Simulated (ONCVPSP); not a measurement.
# What one change does to a pseudopotential (platinum (Pt), ONCV)

```
Element                 : Pt
Generator               : ONCVPSP 4.0.1
Type                    : optimised norm-conserving Vanderbilt (ONCV)
Functional              : PW91
Relativity              : fully relativistic
Frozen core             : [Kr] 4d10 4f14
Valence charge          : 18
Reference configuration : 5s2 5p6 5d9 (charge +1)
Partial waves           : 5s: rc 1.60 bohr, ncon 4, nbas 8, qcut 6 1/bohr, 2 projectors, debl 1.6 Ha; 5p: rc 1.35 bohr, ncon 3, nbas 7, qcut 8.5 1/bohr, 2 projectors, debl 2.8 Ha; 5d: rc 1.65 bohr, ncon 4, nbas 7, qcut 5 1/bohr, 2 projectors, debl 0.7 Ha; f scattering state at 0.45 Ha: rc 1.35 bohr, ncon 3, nbas 6, qcut 7.9 1/bohr, local
Local potential         : the f channel
Core correction         : none
```

Open shells are filled in proportion to 2j + 1.

In the s channel the program set the typed energies aside and used -4.040, 0.050 Ha.

Change: f: ncon 5, nbas 8.

Cutoffs: the cutoffs (Ha) at which the residual kinetic energy of the hardest occupied pseudo-wave falls to 1 and 0.1 mHa per electron; they do not see the model core or the augmentation charge, which bear on the density cutoff. Errors are all-electron minus pseudo energies relative to the spin-unpolarised reference configuration.

Problem. How do hardness, ghosts and transferability respond?

Solution. The potential gets neither clearly harder nor softer (51 Ha and 63 Ha → 51 Ha and 63 Ha); the bound ghosts move from s to p, s; of the 4 tests that both files solve, the error grows in 0 and shrinks in 3 by more than 15 % and 0.3 meV (median size 0.8 → 0.2 meV); the range in which the s phases agree widens (upper end -3.0 → 4.6); the range in which the p1/2 phases agree widens (upper end 3.7 → at the end of the scan).

| quantity | base | changed |
| --- | --- | --- |
| cutoff, loose | 51 Ha | 51 Ha |
| cutoff, tight | 63 Ha | 63 Ha |
| bound ghosts | s | s, p3/2, p1/2 |
| GHOST(+) flags under 300 eV | none | s at 156.5 eV, d5/2 at 247.1 eV, d3/2 at 254.7 eV |
| error for 5s2 5p6 5d9 6s1, meV [ΔE -9.29 eV] | -20 | +0.7 |
| error for 5s2 5p6 5d8, meV [ΔE 20.06 eV] | +0.1 | -0.1 |
| error for 5s2 5p6 5d7, meV [ΔE 52.35 eV] | +1.2 | +0.4 |
| error for 5s2 5p6 5d9 6p1, meV [ΔE -4.25 eV] | +0.4 | -0.1 |
| s: phases at 1.62 bohr within 0.05 rad from the reference energy up to (Ha; the scan ends near 5) | -3.0 | 4.6 |
| p3/2: phases at 1.37 bohr within 0.05 rad from the reference energy up to (Ha; the scan ends near 5) | 4.4 | to the end of the scan |
| p1/2: phases at 1.37 bohr within 0.05 rad from the reference energy up to (Ha; the scan ends near 5) | 3.7 | to the end of the scan |
| d5/2: phases at 1.67 bohr within 0.05 rad from the reference energy up to (Ha; the scan ends near 5) | 4.2 | 4.1 |
| d3/2: phases at 1.67 bohr within 0.05 rad from the reference energy up to (Ha; the scan ends near 5) | 4.1 | 4.0 |
| f7/2: phases at 1.37 bohr within 0.05 rad from the reference energy up to (Ha; the scan ends near 5) | 1.2 | 1.1 |
| f5/2: phases at 1.37 bohr within 0.05 rad from the reference energy up to (Ha; the scan ends near 5) | 1.7 | 1.4 |

 A true bound ghost makes a file unfit for plane-wave use even where its test errors are small: the radial tests pick states by their node count and pass the ghost by.
